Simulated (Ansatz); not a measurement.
```yaml
crystal:
  periodic: [false, false, false]
  atoms:
    - {symbol: N, position_ang: [-1.034198, 1.679747, 0.366830]}
    - {symbol: Y, position_ang: [-0.173032, -0.272211, 0.057452]}
    - {symbol: N, position_ang: [1.862161, -0.374827, -0.645812]}
    - {symbol: O, position_ang: [-1.241837, -1.957472, 0.417102]}
    - {symbol: H, position_ang: [-1.968848, 1.897637, 0.691304]}
    - {symbol: H, position_ang: [-0.577758, 2.572216, 0.215066]}
    - {symbol: H, position_ang: [2.470946, 0.409549, -0.850636]}
    - {symbol: H, position_ang: [2.407292, -1.206869, -0.837876]}
    - {symbol: H, position_ang: [-1.744735, -2.747768, 0.586568]}
basis:
  gaussian: {orbitals: def2-SVPD, fitting: {mean_field: cc-pVTZ-jkfit}, final_grid: {core_spheres: 8, valence_spheres: 7, degree: 23}}
magnetization: {spin_polarized: true, initial_magnetization: 0}
hamiltonian: {xc: {name: SVWN5}, pseudopotentials: {relativity: scalar}}
```

```sh
$ ansatz run in.yaml --threads 4 --pin off --events-out ev --progress --plain --max-ram 10444MiB
```

Question: How does Ansatz answer? (Estimate.)

Answer: Ansatz gave: The input was rejected before any iteration.
```
Functional definition: SVWN5
Error: <dir> the basis set cc-pVTZ-JKFIT has no functions for Y
```
